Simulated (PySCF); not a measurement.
In(H)(vinyl)(NH2) (C2H6InN), SMILES C=[CH][InH][NH2]. Atoms are numbered in the order given.

```xyz
10

In    -0.4676     0.2646    -0.0098
H     -2.0474     0.9131    -0.1969
C      0.5970    -1.2243    -1.1308
C      1.7749    -1.7174    -0.7178
H      0.1803    -1.6157    -2.0693
H      2.3205    -2.4853    -1.2849
H      2.2593    -1.3859     0.2099
N      0.5921     0.9731     1.5648
H      0.2617     1.7002     2.1910
H      1.5604     0.7455     1.7665
```
Charge 0, spin multiplicity 1.

The structure is a stationary point at r2SCAN-D4/def2-SVP. The structure was generated by enumeration; whether it is a known compound was not checked. The def2 effective core potentials stand for the cores of In; spin–orbit coupling is left out. Other conformers were not sampled.

Computed with PBE/def2-TZVP run with PySCF.

ESP charges are fitted to the potential on shells at 1.4 to 2.0 van der Waals radii. Atomic charges (e):

```tsv
atom	ESP fit	Löwdin
In1	0.72	0.36
H2	…	-0.08
C3	…	-0.35
C4	-0.28	-0.22
H5	…	0.14
H6	0.14	0.12
H7	0.16	0.12
N8	-1.02	-0.38
H9	…	0.14
H10	…	0.14
```

Fill in the missing entries. (The exact figures need the calculation; the answer reports its results.)


- H2, ESP fit: -0.20
- C3, ESP fit: -0.38
- H5, ESP fit: 0.15
- H9, ESP fit: 0.36
- H10, ESP fit: 0.35
